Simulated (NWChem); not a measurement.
AlH4 anion; SMILES [AlH4-]

```xyz
5

Al     0.0000     0.0000     0.0000
H     -0.9488     0.9488    -0.9488
H      0.9488    -0.9488    -0.9488
H     -0.9488    -0.9488     0.9488
H      0.9488     0.9488     0.9488
```
Atoms are numbered in this order, from 1.

All runs: NWChem. Sets without diffuse functions describe the anion's extra electron poorly. The geometry was optimised at B3LYP/def2-SVPD. Static field.

Question: What does the run give for B3LYP/def2-TZVP? Quantities: isotropic polarisability (bohr³); anisotropy (bohr³).

Answer: The isotropic polarisability (bohr³) comes out as 43.6 and the anisotropy (bohr³) is 0.0.
